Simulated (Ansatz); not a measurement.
Two members of one family (BP nanocrystals, H-capped), computed with Ansatz in the gas phase. The two geometries come from different levels. A negative affinity means that the extra electron isn't bound at that geometry and level; within about 0.2 eV of zero the sign isn't settled. Binding counts from free atoms in the multiplicity of their measured ground term, without zero-point energy. Sets without diffuse functions give affinities that are too small. A dash marks a value that wasn't run or was left out as unsound. The structures are stationary points that may keep the symmetry of their start. Remarks come from the PBE and PBE0 runs and from stability tests at other levels; not every state was tested. A HOMO above zero means that the electron is unbound at that level and held by the basis, or that self-interaction error raises the level; the energy of removing that electron tells which.

First: B13P13H30, cut from zinc blende (singlet, charge 0, r2SCAN-D4/def2-SVP geometry).

Cartesian coordinates in Å:
```
B 2.306 -0.471 0.855
B 0.209 -2.389 2.405
B 1.333 0.239 3.903
B 0.340 2.067 1.370
B -1.736 0.123 2.916
B 1.194 -3.112 -0.650
B 3.295 -1.202 -2.182
B 1.313 1.352 -1.648
B 0.212 -1.308 -3.127
B -0.778 -0.579 -0.114
B -2.741 1.968 0.383
B -1.778 1.261 -2.605
B -0.667 3.913 -1.142
P 1.737 -1.162 2.597
P 2.717 -1.881 -0.441
P 0.665 -3.762 1.105
P 0.817 0.609 0.119
P -1.245 -1.300 1.654
P -0.131 1.250 3.088
P -1.129 3.084 0.569
P -3.159 1.176 2.110
P -0.274 -2.014 -1.358
P 1.774 -0.150 -2.819
P -0.205 2.404 -2.299
P -1.267 -0.215 -3.764
P -2.235 0.519 -0.843
H 3.264 0.265 0.989
H -0.135 -2.871 3.464
H 2.303 0.970 4.002
H 0.944 -0.273 4.936
H 1.318 2.778 1.500
H -2.082 -0.358 3.976
H 1.437 -4.026 -1.411
H 4.241 -0.456 -2.013
H 3.482 -2.138 -2.939
H 2.281 2.070 -1.488
H 0.454 -2.221 -3.889
H -3.685 2.585 -0.065
H -2.720 1.877 -3.056
H 0.324 4.602 -0.986
H -1.646 4.481 -1.592
H 2.793 -1.964 3.113
H 3.765 -2.678 0.101
H 1.691 -4.589 1.632
H -0.382 -4.718 0.994
H -2.382 -2.147 1.485
H -0.505 2.294 3.979
H -1.495 4.113 1.482
H -3.563 2.195 3.011
H -4.365 0.425 2.041
H -1.412 -2.859 -1.523
H 2.099 0.381 -4.099
H 0.137 2.913 -3.584
H -0.962 0.284 -5.058
H -2.393 -1.025 -4.077
H -3.371 -0.330 -1.009
```

```tsv
level	HOMO (eV)	LUMO (eV)	gap (eV)	vertical EA (eV)	binding per atom (eV)
PBE-D4/def2-SVP	-5.85	-1.58	4.26	0.22	3.78
r2SCAN-D4/def2-SVP	-6.09	-1.41	4.68	–	3.72
PBE0-D4/def2-SVP	-6.90	-0.81	6.09	-0.12	3.75
```

Remarks: HOMO above zero (-1 doublet).

Second: B15P15H34, cut from wurtzite (singlet, charge 0, PBE-D4/def2-SVP geometry).

```xyz
64

B    -3.801    0.622    1.404
P    -2.485    0.468    2.831
P    -3.241   -0.642   -0.024
B    -1.705   -1.726    0.529
B    -2.552   -2.883   -2.395
P    -1.239   -2.965   -0.946
B    -0.665    0.813    2.248
P     0.632    0.659    3.684
P    -0.187   -0.499    0.797
B     1.385   -1.535    1.375
B     0.587   -2.647   -1.550
P     1.876   -2.773   -0.093
B     2.462    1.008    3.119
P     2.852   -0.267    1.645
B     3.724   -2.497   -0.677
P    -3.618    2.428    0.692
B    -2.905    0.272   -1.724
P    -2.365   -1.060   -3.089
B    -1.843    2.833    0.011
P    -0.566    2.618    1.481
P    -1.395    1.470   -1.361
B     0.210    0.468   -0.875
B    -0.596   -0.635   -3.800
P     0.688   -0.837   -2.322
B     1.244    3.023    0.856
P     2.461    2.802    2.357
P     1.714    1.662   -0.509
B     3.326    0.656   -0.018
B     2.510   -0.443   -2.949
P     3.709   -0.686   -1.426
H    -4.920    0.415    1.837
H    -2.575   -0.814    3.447
H    -2.816    1.314    3.941
H    -4.372   -1.492   -0.189
H    -1.932   -2.310    1.582
H    -3.682   -3.072   -1.947
H    -2.213   -3.674   -3.266
H    -1.298   -4.260   -0.338
H     0.542   -0.622    4.301
H     0.255    1.503    4.782
H     1.110   -2.123    2.415
H     0.877   -3.447   -2.428
H     1.766   -4.072    0.501
H     3.222    0.916    4.067
H     4.001   -0.976    2.104
H     4.483   -2.569    0.288
H     3.968   -3.293   -1.574
H    -4.025    3.396    1.667
H    -4.611    2.634   -0.308
H    -3.882    0.936   -2.053
H    -3.346   -0.891   -4.117
H    -1.776    3.977   -0.406
H    -0.909    3.550    2.520
H    -1.121    2.216   -2.544
H    -0.299   -1.472   -4.643
H    -0.561    0.524   -4.211
H     1.268    4.164    0.428
H     2.203    3.779    3.371
H     3.793    3.151    1.992
H     1.996    2.408   -1.690
H     4.250    1.437    0.175
H     2.779   -1.283   -3.800
H     2.557    0.715   -3.357
H     5.049   -0.374   -1.819
```

Q: Estimate the same table for the second.

A: 
```
             level  HOMO (eV)  LUMO (eV)  gap (eV)  vertical EA (eV)  binding per atom (eV)
   PBE-D4/def2-SVP      -5.01      -2.15      2.86              0.74                   3.78
r2SCAN-D4/def2-SVP      -5.22      -1.97      3.25                 –                   3.71
  PBE0-D4/def2-SVP      -6.00      -1.39      4.61              0.47                   3.75
```

Remarks: HOMO above zero (-1 doublet).
